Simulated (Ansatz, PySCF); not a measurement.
Process, species as SMILES: CS (CH4S) [methanethiol] -> C[S] + H atom (the H-S bond at the site shown breaks; other sites are not compared here)
Each molecule is optimised on its own at B3LYP-D3(BJ)/def2-TZVP (Ansatz, a quantum-chemistry and plane-wave program).

Property: bond dissociation energy (enthalpy at 298 K, with B3LYP-D3(BJ) rigid-rotor harmonic-oscillator terms from PySCF), in kcal/mol. Cores are frozen in the correlated levels unless marked. UHF or UKS for open shells. No spin-orbit coupling. No relativistic terms. Basis-set limits of correlation are two-point, X^-3; Hartree-Fock from the larger set. The bracket is a focal-point correction in the basis named.

```
level                                                                             program  bond dissociation energy (kcal/mol)
-------------------------------------------------------------------------  --------------  -----------------------------------
revPBE-D3(BJ)/def2-TZVPD                                                   Ansatz + dftd3                                 82.7
BP86/def2-TZVPD                                                                     PySCF                                 86.1
M06-L/def2-TZVPD                                                                    PySCF                                 84.2
r2SCAN/def2-TZVPD                                                                  Ansatz                                 83.5
B3LYP-D3(BJ)/def2-TZVPD                                                    Ansatz + dftd3                                 84.7
PBE0/def2-TZVP                                                                     Ansatz                           (withheld)
r2SCANh/def2-TZVPD                                                                 Ansatz                                 83.3
PW6B95-D4/def2-TZVPD                                                        PySCF + dftd4                                 85.4
LC-wPBE-D3(BJ)/def2-TZVPD                                                  Ansatz + dftd3                                 82.7
SCS-MP2/def2-TZVPPD                                                                Ansatz                                 86.1
CCSD/STO-3G                                                                        Ansatz                                 88.9
CCSD/def2-SVP                                                                      Ansatz                           (withheld)
CCSD/aug-cc-pV(T+d)Z                                                               Ansatz                           (withheld)
RI-MP2/CBS(aug-cc-pV(T+d)Z,aug-cc-pV(Q+d)Z)+[CCSD(T)-MP2]/aug-cc-pV(T+d)Z          Ansatz                                 87.5
```

Task: What belongs in the gaps?

Result: 
- PBE0/def2-TZVP, bond dissociation energy (kcal/mol): 83.1
- CCSD/def2-SVP, bond dissociation energy (kcal/mol): 80.7
- CCSD/aug-cc-pV(T+d)Z, bond dissociation energy (kcal/mol): 84.6
